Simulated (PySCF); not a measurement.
**Assignment exercise: C4H10FNSi**

Mapped SMILES: `[NH2:1][Si@@H:2]([F:3])[CH:4]1[CH2:5][CH2:6][CH2:7]1`. Each H is labelled by its parent atom. Ha(C5), Ha(C6), Ha(C7) are cis to Si2 on the ring; Hb(C5), Hb(C6), Hb(C7) are trans to Si2 on the ring.

How the numbers were obtained: PBE0/pcSseg-1 with gauge-including orbitals, GFN2-xTB geometry, in PySCF 2.14.0 with density-fitted response routines (a single conformation, relativity neglected, averaged over atoms made equivalent by symmetry, fast rotation or ring inversion, no solvent).

References, each an isolated molecule treated in the same way: $^{13}$C (σref 186.93), $^{1}$H (σref 31.72) against TMS.

Question: Assign these signals to the numbered atoms. $^{13}$C{$^{1}$H} NMR (computed): δ 22.8, 22.4, 22.3, 21.0.

Answer: 
22.8 → C6, sp3 CH2 in a ring: aliphatic region, no heteroatom directly attached
22.4 → C5, sp3 CH2 in a ring
22.3 → C4, sp3 CH bonded to Si
21.0 → C7, sp3 CH2 in a ring: saturated and bonded to C and H only

C6 and C5; C5 and C4; C4 and C7 lie closer than the usual error of such a calculation, so a measured spectrum could show them in the other order.

Question: Assign these signals to the numbered atoms. $^{1}$H NMR (500 MHz, computed): δ 5.31 (m, 1H), 2.57 (m, 1H), 2.36 (m, 1H), 2.35 (m, 1H), 2.05 (m, 1H), 2.05 (m, 1H), 2.04 (m, 1H), 1.81 (m, 1H), 0.51 (br s, 2H).

Answer: 
5.31 → H(Si2), hydrogen on a silicon bonded to C, F, N
2.57 → Ha(C5), hydrogen on an sp3 CH2 in a ring
2.36 → Hb(C6), hydrogen on an sp3 CH2 in a ring
2.35 → Ha(C7), hydrogen on an sp3 CH2 in a ring
2.05 → Ha(C6), hydrogen on an sp3 CH2 in a ring
2.05 → Hb(C5), hydrogen on an sp3 CH2 in a ring
2.04 → H(C4), hydrogen on an sp3 CH bonded to Si
1.81 → Hb(C7), hydrogen on an sp3 CH2 in a ring
0.51 → H(N1), hydrogen on a nitrogen bonded to Si: exchangeable, gas-phase position

Hb(C6) and Ha(C7); Ha(C6) and Hb(C5); Hb(C5) and H(C4) lie closer than the usual error of such a calculation, so a measured spectrum could show them in the other order.

OH and NH positions are those of a molecule without intermolecular hydrogen bonds; in solution they move with solvent, concentration and temperature, and exchange usually removes their couplings. Splittings by $^{19}$F in the carbon and heteronuclear signals aren't shown, as no couplings were computed. Shifts are as computed. Against solution values, carbons near 30 ppm lie about +3 ppm off and those near 130 ppm about +5 ppm. Of 1211 compounds with measured shifts, 218 miss one by over three times the rms of a fit or turn the order of signals round; such compounds aren't used in these exercises. No couplings were computed; multiplicities are counted from neighbouring protons, with m where these are inequivalent, close in shift, in a saturated or five-membered ring or joined by F or P, and br s for small geminal =CH2 splittings.
